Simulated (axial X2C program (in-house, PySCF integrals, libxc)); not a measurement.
## Curves of GeH by EOM-EA-CCSD

Calculated with an in-house all-electron X2C program for linear molecules (integrals from PySCF): two-component X2C with atomic mean-field Coulomb and Gaunt terms, Gaussian nuclei, basis Ge dyall-acv3z, H dyall-av3z with contracted cores.

Energies in eV from the lowest point of the lowest state; states are followed by energy order within each Ω. Reference: GeH⁺, 14 electrons correlated in 92 virtual spinors with an MP2 remainder; levels at this size can be off by some tenths of an eV. Masses 73.921 and 1.008 u.

```
R (Å)  (1)Ω=1/2  (1)Ω=3/2  (4)Ω=1/2  (5)Ω=1/2  (4)Ω=3/2
1.470    0.1048    0.2091    5.3053    5.7017    5.7180
1.534    0.0183    0.1230    5.1436    5.6207    5.6411
1.598    0.0000    0.1051    5.0496    5.6030    5.6353
1.670    0.0401    0.1457    5.0215    5.6449    5.6922
1.742    0.1279    0.2341    5.0673    5.7428    5.7990
1.838    0.2957    0.4028    5.2088    5.9368    5.9913
```

(1) Fit the curves (1)Ω=1/2, (1)Ω=3/2, (5)Ω=1/2, (4)Ω=3/2 near their minima.

For GeH⁺ at CCSD, and between the minima:

Re = 1.570 Å, ωe = 2027.7 cm⁻¹; removing the electron costs 7.666 eV without zero-point terms.

T1 of the reference reaches 0.012 (Lee–Taylor). Curves followed by order can swap character. Number of frozen shells: Ge 3 s, 2 p; H none. Roots with under 60 % one-particle weight at any point are counted in the labels but not shown, and the list ends where the roots sought for some Ω run out; states that need a further excitation are missing and may lie low or lowest. Curves with a minimum but no constants failed the fit check.

## Answers

(1) At EOM-EA-CCSD from GeH⁺ (the fit fixes ωe to about one per cent; ωe of higher roots by this method can be off by ten per cent):

```json
{"state": "(1)Ω=1/2", "Te (cm⁻¹)": "0", "Re (Å)": "1.586", "ωe (cm⁻¹)": "1901.7"}
{"state": "(1)Ω=3/2", "Te (cm⁻¹)": "850", "Re (Å)": "1.586", "ωe (cm⁻¹)": "1904.6"}
{"state": "(5)Ω=1/2", "Te (cm⁻¹)": "45190", "Re (Å)": "1.586", "ωe (cm⁻¹)": "1920.5"}
{"state": "(4)Ω=3/2", "Te (cm⁻¹)": "45420", "Re (Å)": "1.572", "ωe (cm⁻¹)": "2012.0"}
```
